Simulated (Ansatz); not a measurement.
Relaxation of C₂H₆F₂Ge (11 atoms, charge 0, multiplicity 1), to a largest force component of 0.02 eV/Å in at most 40 steps.

The calculation used Ansatz 0.2.0, RKS r2SCAN-D4/def2-SVP.

```xyz
11
Properties=species:S:1:pos:R:3:forces:R:3
Ge 0.000 0.000 0.000 3.15 0.00 2.24
C 0.000 0.000 1.960 -0.42 -0.03 -0.20
H -1.000 -0.309 2.330 0.34 0.11 0.04
H 0.768 -0.711 2.330 -0.25 0.20 -0.13
H 0.232 1.020 2.330 -0.07 -0.32 -0.10
C 1.848 0.000 -0.653 -0.29 0.03 -0.31
H 2.196 -1.046 -0.781 -0.07 0.33 0.02
H 1.897 0.528 -1.628 0.12 -0.19 0.27
H 2.500 0.519 0.081 -0.22 -0.14 -0.23
F -0.791 1.371 -0.559 -1.14 1.46 -0.80
F -0.791 -1.371 -0.559 -1.14 -1.46 -0.81
```

Q: Where does it end, and by what steps?

A: It converged. The force dipped under the threshold on the way, but the program's further checks kept it going. After 13 steps the energy has fallen by 0.237 eV; H9 moved furthest, 0.59 Å.

```json
{"step": "0", "energy less start (eV)": "0.0000", "largest force component (eV/Å)": "3.152", "accepted": "yes"}
{"step": "1", "energy less start (eV)": "-0.1698", "largest force component (eV/Å)": "1.217", "accepted": "yes"}
{"step": "2", "energy less start (eV)": "-0.2263", "largest force component (eV/Å)": "0.076", "accepted": "yes"}
{"step": "3", "energy less start (eV)": "-0.2288", "largest force component (eV/Å)": "0.051", "accepted": "yes"}
{"step": "4", "energy less start (eV)": "-0.2284", "largest force component (eV/Å)": "0.271", "accepted": "no"}
{"step": "5", "energy less start (eV)": "-0.2303", "largest force component (eV/Å)": "0.018", "accepted": "yes"}
{"step": "6", "energy less start (eV)": "-0.2319", "largest force component (eV/Å)": "0.113", "accepted": "yes"}
{"step": "7", "energy less start (eV)": "-0.2334", "largest force component (eV/Å)": "0.069", "accepted": "yes"}
{"step": "8", "energy less start (eV)": "-0.2350", "largest force component (eV/Å)": "0.066", "accepted": "yes"}
{"step": "9", "energy less start (eV)": "-0.2358", "largest force component (eV/Å)": "0.090", "accepted": "yes"}
{"step": "10", "energy less start (eV)": "-0.2363", "largest force component (eV/Å)": "0.054", "accepted": "yes"}
{"step": "11", "energy less start (eV)": "-0.2367", "largest force component (eV/Å)": "0.021", "accepted": "yes"}
{"step": "12", "energy less start (eV)": "-0.2368", "largest force component (eV/Å)": "0.024", "accepted": "yes"}
{"step": "13", "energy less start (eV)": "-0.2369", "largest force component (eV/Å)": "0.014", "accepted": "yes"}
```

```xyz
11
Properties=species:S:1:pos:R:3
Ge 0.137 0.022 0.097
C -0.052 -0.070 2.012
H -1.120 -0.085 2.269
H 0.422 -0.984 2.399
H 0.418 0.805 2.485
C 1.882 0.044 -0.718
H 2.430 -0.878 -0.470
H 1.769 0.110 -1.810
H 2.459 0.911 -0.364
F -0.728 1.428 -0.457
F -0.758 -1.303 -0.592
```

Whether the end is a true minimum wasn't checked by a vibrational analysis.

Time of the run: 28 s on 4 threads of Arm Neoverse V2 (shared host), peak memory 0.2 GiB.
